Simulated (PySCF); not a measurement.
## Worked example: dipole moment from atomic charges

Sn(I)(OH)3 (H3IO3Sn), SMILES [OH][Sn]([OH])([OH])[I]. Atoms are numbered in the order given.

```xyz
8

O      1.7877    -0.4569    -1.6605
Sn     0.0000     0.0000    -0.9386
O     -1.2895    -1.3198    -1.6605
O     -0.4982     1.7766    -1.6605
I      0.0000     0.0000     1.7515
H      2.2233     0.3332    -2.0157
H     -0.8231    -2.0921    -2.0157
H     -1.4002     1.7588    -2.0157
```
Charge 0, spin multiplicity 1.

Coordinates come from a B3LYP-D3(BJ)/def2-SVP optimisation. A frequency run showed that this geometry is not a minimum. The structure was generated by enumeration; whether it is a known compound was not checked. The def2 effective core potentials stand for the cores of I, Sn; spin–orbit coupling is left out. The values are those of a single conformer.

Charges (e) from PySCF with PBE/def2-TZVP:

```
atom  ESP fit  Mulliken
----  -------  --------
O1     -0.650    -0.608
Sn2     0.700     1.077
O3     -0.646    -0.608
O4     -0.649    -0.608
I5     -0.067    -0.208
H6      0.438     0.319
H7      0.437     0.319
H8      0.437     0.319
```

The dipole moment of the full density is 0.76 D.

Q: What dipole moment does each set of point charges give, and which comes closer to that of the density?

A: 
μ = Σ q r, and 1 e Å = 4.8032 D.
ESP fit: Σ q r = (-0.003, -0.003, -0.189) e Å, |μ| = 0.91 D.
Mulliken: Σ q r = (0.000, 0.000, -0.275) e Å, |μ| = 1.32 D.
ESP fit comes closer in size. Point charges leave out the atoms' own dipoles (lone pairs, polarised bonds); fits to the potential absorb them, partitions of the density don't.
